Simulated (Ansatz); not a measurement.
Consider the substitution at a C–Si bond: `N[SiH2]C(O)Cl` + H–F → `OC(F)Cl` + `N[SiH3]`.

Isolated molecules relaxed with PBE0-D4/def2-TZVP in Ansatz; ΔE leaves out vibrations. CCSD(T)/CBS is the MP2 limit (def2-TZVPP, def2-QZVPP) plus CCSD(T) − MP2 in def2-TZVPP, frozen cores. This one scheme is used for every species. Functionals use def2-TZVPP. HSE06 is defined as in plane-wave codes. Each species was taken in one conformer, which may not be the lowest.

| level | ΔE (kJ/mol) | difference from CCSD(T)/CBS |
| --- | --- | --- |
| PBE-D4 | 42.6 | -7.9 |
| r2SCAN-D4 | 35.4 | -15.1 |
| PBE0-D4 | 41.2 | -9.3 |
| r2SCAN0-D4 | 36.5 | -14.0 |
| BHLYP-D4 | 34.6 | -15.9 |
| B2PLYP | 33.9 | -16.6 |
| HSE06 | 33.7 | -16.8 |
| BHLYP | 22.5 | -28.0 |
| LC-ωPBE | 30.3 | -20.2 |
| MP2/def2-SVP | 23.4 | -27.1 |
| CCSD/def2-SVP | 15.1 | -35.4 |
| CCSD(T)/def2-SVP | 17.1 | -33.4 |
| CCSD/def2-TZVPP | 38.2 | -12.3 |
| HF/def2-QZVPP | 6.8 | -43.7 |
| MP2/def2-QZVPP | 56.1 | 5.6 |
| CCSD/CBS(def2) | 46.0 | -4.5 |
| CCSD(T)/CBS | 50.5 | 0 |

Largest T1 diagnostic among the species: 0.012.

Leaving LDA and LC-ωPBE aside and taking each functional with its dispersion term where it has one, the values, not all of them listed here, spread over 19.0 kJ/mol, from B97M-V to revPBE-D4. LDA lies +6.6 kJ/mol from PBE without D4. In def2-TZVPP, CCSD(T) changes the Hartree–Fock value by +36.0 kJ/mol (the triples alone add +4.5 kJ/mol) and MP2 by +44.9 kJ/mol.

CCSD(T)/CBS has its own doubt, a few kJ/mol and more with outer-core shells, so smaller differences from it don't rank the levels.
